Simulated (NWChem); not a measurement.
System: CH$_{3}$F$_{3}$OSi; SMILES CO[Si](F)(F)F

NWChem printed, in part:

```
             Northwest Computational Chemistry Package (NWChem) 7.3.0
             --------------------------------------------------------

                             Geometry "geometry" -> ""
                             -------------------------

 Output coordinates in angstroms (scale by  1.889725989 to convert to a.u.)

  No.       Tag          Charge          X              Y              Z
 ---- ---------------- ---------- -------------- -------------- --------------
    1 C                    6.0000    -0.07836600     2.32694900     0.00144300
    2 O                    8.0000     0.68856800     1.11971400     0.00073000
    3 Si                  14.0000     0.06214300    -0.37081300     0.00025300
    4 F                    9.0000    -0.85072200    -0.63644200    -1.27601100
    5 F                    9.0000     1.25808300    -1.40962100    -0.00292400
    6 F                    9.0000    -0.84623000    -0.63930000     1.27911400
    7 H                    1.0000    -0.70839200     2.38757000     0.89592600
    8 H                    1.0000    -0.70707500     2.38934700    -0.89382700
    9 H                    1.0000     0.62546500     3.16170400     0.00285800

 Effective nuclear repulsion energy (a.u.)     348.3265609736

                                 NWChem DFT Module
                                 -----------------

 Summary of "ao basis" -> "ao basis" (spherical)
 ------------------------------------------------------------------------------
       Tag                 Description            Shells   Functions and Types
 ---------------- ------------------------------  ------  ---------------------
 C                           6-31g*                  6       14   3s2p1d
 O                           6-31g*                  6       14   3s2p1d
 Si                          6-31g*                  8       18   4s3p1d
 F                           6-31g*                  6       14   3s2p1d
 H                           6-31g*                  2        2   2s

 in cosmo_initialize ...
 calling solv_data for solv:toluene

 solvent parameters
 solvname_short: toluene
 solvname_long:  toluene
 dielec:        2.3741
 dielecinf:     2.2383
 nonaqueous SMD model solvent descriptors
 dielec:        2.3741
 sola:          0.0000
 solb:          0.1400
 solc:          0.8570
 solg:         40.2000
 solh:          0.0000
 soln:          1.4961

[...]

                                COSMO-SMD solvation results
                                ---------------------------

             internal energy in gas <Psi(g)|H|Psi(g)> =      -704.371438032048
         internal energy in solvent <Psi(s)|H|Psi(s)> =      -704.371260880977
                               delta internal energy  =         0.000177151071 (    0.11 kcal/mol)
   total free energy in solvent <Psi(s)|H+V/2|Psi(s)> =      -704.374604667336
 polarization energy contribution <Psi(s)|V/2|Psi(s)> =        -0.003343786359 (   -2.10 kcal/mol)
    total free energy in solvent including G(SMD-CDS) =      -704.374171779772
                       G(SMD-CDS) energy contribution =         0.000432887564 (    0.27 kcal/mol)
     1 M fixed-concentration free energy of solvation =        -0.002733747725 (   -1.72 kcal/mol)

                       DFT Final Molecular Orbital Analysis
                       ------------------------------------

 Vector   27  Occ=2.000000D+00  E=-4.189554D-01
              MO Center= -2.2D-01, -8.6D-01,  3.8D-04, r^2= 2.6D+00
   Bfn.  Coefficient  Atom+Function         Bfn.  Coefficient  Atom+Function
  ----- ------------  ---------------      ----- ------------  ---------------
    65      0.369532  5 F  pz                49      0.318077  4 F  px
    77     -0.318919  6 F  px                69      0.264330  5 F  pz
    53      0.226755  4 F  px                81     -0.227347  6 F  px
    51     -0.219783  4 F  pz                79     -0.218417  6 F  pz
    55     -0.155686  4 F  pz                83     -0.154709  6 F  pz

 Vector   28  Occ=2.000000D+00  E=-3.409109D-01
              MO Center=  4.2D-01,  1.6D+00,  1.3D-03, r^2= 2.0D+00
   Bfn.  Coefficient  Atom+Function         Bfn.  Coefficient  Atom+Function
  ----- ------------  ---------------      ----- ------------  ---------------
    17      0.473563  2 O  px                21      0.332551  2 O  px
     3     -0.265120  1 C  px                93     -0.186902  9 H  s
    94     -0.183397  9 H  s                 20      0.164249  2 O  s
    36     -0.160547  3 Si py                18      0.132068  2 O  py
    34     -0.129274  3 Si s                 90      0.109179  7 H  s

 Vector   29  Occ=2.000000D+00  E=-3.194250D-01
              MO Center=  2.9D-01,  1.4D+00,  7.2D-04, r^2= 1.8D+00
   Bfn.  Coefficient  Atom+Function         Bfn.  Coefficient  Atom+Function
  ----- ------------  ---------------      ----- ------------  ---------------
    19      0.541720  2 O  pz                23      0.413917  2 O  pz
     5     -0.229366  1 C  pz                90     -0.171233  7 H  s
    92      0.171394  8 H  s                 89     -0.156187  7 H  s
    91      0.156372  8 H  s                  9     -0.080214  1 C  pz
    37      0.072119  3 Si pz                50      0.068629  4 F  py

 Vector   30  Occ=0.000000D+00  E= 2.798781D-02
              MO Center=  1.5D-02, -1.0D-01,  6.7D-04, r^2= 4.1D+00
   Bfn.  Coefficient  Atom+Function         Bfn.  Coefficient  Atom+Function
  ----- ------------  ---------------      ----- ------------  ---------------
    38      1.326971  3 Si s                 20     -0.603821  2 O  s
    66     -0.352817  5 F  s                 52     -0.347700  4 F  s
    80     -0.347803  6 F  s                  8     -0.279771  1 C  py
     6     -0.220604  1 C  s                 30     -0.217902  3 Si s
     7      0.205954  1 C  px                90      0.173594  7 H  s

[...]
```

Level: B3LYP/6-31G* (spherical d), SMD on the gas-phase geometry. All runs use the structure optimised with B3LYP/6-31G* (spherical d). B3LYP is NWChem's, with the RPA form of VWN correlation. Solvent: toluene.

Which NWChem input produces such a log?

Several could match; the one computed here: the input that was run:
```
start job
memory heap 200 mb stack 900 mb global 1100 mb
geometry units angstroms noautosym nocenter noautoz
  C     -0.078366     2.326949     0.001443
  O      0.688568     1.119714     0.000730
  Si     0.062143    -0.370813     0.000253
  F     -0.850722    -0.636442    -1.276011
  F      1.258083    -1.409621    -0.002924
  F     -0.846230    -0.639300     1.279114
  H     -0.708392     2.387570     0.895926
  H     -0.707075     2.389347    -0.893827
  H      0.625465     3.161704     0.002858
end
basis spherical
  * library 6-31g*
end
dft
  xc b3lyp
  iterations 150
end
cosmo
  do_cosmo_smd true
  solvent toluene
end
task dft energy
```
